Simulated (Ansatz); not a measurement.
`O[SiH2][SiH3]` + `[NH2][GeH3]` → `[SiH3][SiH2][NH][GeH3]` + H₂O at 500 K and 1 bar (ligand exchange at the Si–O bond).

Isolated molecules relaxed with PBE0-D4/def2-TZVP in Ansatz; ΔE leaves out vibrations. CCSD(T)/CBS is the MP2 limit (def2-TZVPP, def2-QZVPP) plus CCSD(T) − MP2 in def2-TZVPP, frozen cores. This one scheme is used for every species. For Ge outer-core shells are correlated without core-valence functions, which leaves a few kJ/mol of doubt a bond. Scalar relativity is left out up to krypton. Each species was taken in one conformer, which may not be the lowest.

| species | CCSD(T)/CBS energy (Eh) | H − E (kJ/mol) | S (J/(mol·K)) |
| --- | --- | --- | --- |
| `O[SiH2][SiH3]` | -656.96789 | 187.7 | 379.8 |
| `[NH2][GeH3]` | -2133.81884 | 158.0 | 315.9 |
| `[SiH3][SiH2][NH][GeH3]` | -2714.39913 | 272.8 | 488.4 |
| H₂O | -76.37941 | 73.2 | 206.3 |

H − E and S are ideal-gas, rigid-rotor, harmonic terms from PBE0-D4/def2-TZVP, for one conformer and one mirror image of each species. 1 Eh = 2625.50 kJ/mol, R = 8.31446 J/(mol·K).

Problem. By hand: ΔE, ΔH, ΔS and ΔG.

Solution. ΔE = (-2714.39913) + (-76.37941) − (-656.96789) − (-2133.81884) = 0.00819 Eh = 21.5 kJ/mol. Δ(H − E) = 272.8 + 73.2 − 187.7 − 158.0 = 0.3, so ΔH = 21.8 kJ/mol. ΔS = 488.4 + 206.3 − 379.8 − 315.9 = -1.0 J/(mol·K). ΔG = 21.8 − 500 × (-1.0)/1000 = 22.3 kJ/mol.

Problem. By hand: the equilibrium constant, and the temperature at which ΔG would vanish if ΔH and ΔS stayed fixed.

Solution. log₁₀ K = −ΔG/(RT ln 10) = -2.3. ΔH and −TΔS have one sign here, so there is no such temperature. One of them is within its doubt of zero, so this could turn.

The number of gas molecules stays the same, so ΔS is small and ΔH decides. A doubt of 5 kJ/mol in ΔE shifts log₁₀ K by 0.5 here. Other conformers and mirror images would add mixing entropy, several J/(mol·K) or more a flexible species. Modes under 60 cm⁻¹, often nearly free rotors, make the harmonic entropy too high. These are equilibria of isolated gas molecules and say nothing of rates. Largest T1 diagnostic: 0.012 (customary marks: 0.02 for closed shells, 0.045 for open ones).
